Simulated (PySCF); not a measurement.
Diatomics of Br with group 12

PBE0 with triple-zeta basis sets in PySCF, for the lowest determinant that a PBE0 search found; no spin–orbit coupling. De refers to high-spin ground-configuration atoms. A positive dipole means M(−)Br(+).

```
 M         basis  state (unpaired electrons)  Re (Å)  ωe (cm⁻¹)  De (eV)  μ (D)
Zn    def2-TZVPP               doublet (σ ↑)   2.307        273     1.99  -2.61
Cd  x2c-TZVPPall               doublet (σ ↑)   2.496        219     1.71  -3.25
Hg    def2-TZVPP               doublet (σ ↑)   2.547        176     0.93  -2.71
```

The shortest bond is that of ZnBr (2.307 Å), the longest that of HgBr (2.547 Å). ZnBr is bound most strongly (1.99 eV) and HgBr least (0.93 eV).

The rows differ in basis set, which adds steps of its own.

Down a group the atoms grow and get heavier, so bonds lengthen and wavenumbers fall; this series shows no clear exception.

These are scalar-relativistic numbers at best; spin–orbit coupling would shift them, the dissociation energy most. States were picked by a PBE0 search and need not be the measured ground states.
